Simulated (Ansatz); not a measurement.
Br2, charge +1, doublet, geometry from GFN2-xTB (a state made from the parent by changing its charge; the spin is typed, not shown lowest). Base run: HF/3-21G (Ansatz, a first-principles code).

Here is a job for Ansatz.
Ansatz 0.2 input:
```yaml
crystal:
  periodic: [false, false, false]
  atoms:
    - {symbol: Br, position_ang: [-0.00000000, -0.00000000, -1.11909265]}
    - {symbol: Br, position_ang: [0.00000000, 0.00000000, 1.11909265]}
basis:
  gaussian:
    orbitals: 3-21G.json
hamiltonian:
  xc: hf
total_charge: 1
magnetization: {spin_polarized: true, initial_magnetization: 1}
```
The basis file holds 3-21G in the JSON format of the Basis Set Exchange.

The base run was repeated with changes; each row names its change, and settings that it needs were set with it.

```tsv
change	ΔE vs base (mEh)	outcome
base	0.000	converged
forces = on	0.000	converged
lower_state_search = full	0.000	converged
lower_state_search = off	1.081	another SCF solution
lower_state_search = light	0.000	converged
accuracy = high	-0.004	converged
point_charge = charge:-1.0 position_ang:2.4738, -3.2926, 0.0766	-126.3	converged
point_charge = charge:1.0 position_ang:3.2688, -0.6141, -2.4299	118.3	converged
fitting.mean_field = def2-universal-JKFIT	2.264	converged
nuclear_model = gaussian	20.116	converged
fitting.mean_field = cc-pVTZ-JKFIT	1.170	converged
```

A guess, shift, damping, solver or small numerical setting can't move a converged solution much, so rows marked as another SCF solution ended in a different state.
